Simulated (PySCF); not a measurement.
Vertical excitations of a molecule C3H4ClFSi from TDA-CAM-B3LYP/def2-SVPD (PySCF), as energy in eV (oscillator strength): 4.88 (0.001), 5.47 (0.000), 6.26 (0.010), 6.59 (0.000), 6.76 (0.025), 7.24 (0.457), 7.34 (0.271), 7.36 (0.457), 7.74 (0.012), 8.09 (0.022). Lowest triplet (TDA): 3.98 eV. Coordinates come from a B3LYP-D3(BJ)/def2-SVP optimisation. Other conformers were not sampled.

Task: Identify the compound among the candidates.
A. C#CC[Si@@H](F)Cl
B. FC=C=C([SiH3])Cl
C. FC1=C[Si@H](Cl)C1
D. C#C[Si@H](Cl)CF

Result: B, FC=C=C([SiH3])Cl
